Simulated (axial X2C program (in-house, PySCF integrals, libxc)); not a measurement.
## TaBr⁺ along the bond: PBE0, scalar-relativistic

Calculated with an in-house relativistic program for diatomic molecules. Spin-free means the one-electron spin-free X2C Hamiltonian. Basis: Ta dyall-cv3z [13s14p9d7f4g], Br dyall-cv3z [8s9p6d4f1g] (cores contracted in-house); Gaussian nuclei, density fitting, unrestricted open shells. Masses: Ta 180.948 u, Br 78.918 u.

State: M_S = 3/2, Λ = 0 (beyond evenly filled blocks: σα, δ+α, δ-α). Dipoles are positive if Br is the positive end and refer to the centre of mass.

| R (Å) | μ (D) | HOMO (eV) | LUMO (eV) | ⟨S²⟩ |
| --- | --- | --- | --- | --- |
| 2.004 | -2.309 | -11.46 | -8.19 | 3.765 |
| 2.096 | -2.682 | -11.58 | -8.40 | 3.766 |
| 2.165 | -2.975 | -11.69 | -8.56 | 3.768 |
| 2.234 | -3.276 | -11.79 | -8.71 | 3.769 |
| 2.303 | -3.581 | -11.90 | -8.86 | 3.771 |
| 2.384 | -3.939 | -12.03 | -9.02 | 3.773 |
| 2.464 | -4.295 | -12.15 | -9.18 | 3.776 |
| 2.568 | -4.743 | -12.29 | -9.35 | 3.780 |
| 2.695 | -5.262 | -12.45 | -9.54 | 3.787 |
| 2.879 | -5.931 | -12.64 | -9.77 | 3.805 |

(1) The minimum lies at 2.295 Å. What is the dipole moment there?

The state is a single determinant with fixed occupations, the lowest that a limited PBE0 search found. Other states lie close and PBE0, whose exact exchange favours high spin, may order them wrongly; the determinant shown need not be the ground state. The nearest other spin-free determinant of the search, M_S = 3/2, Λ = 3, lies 0.49 eV up at the distance of the search.

Results:

(1) At PBE0, spin-free, with the sign and origin stated: μ = -3.54 D.
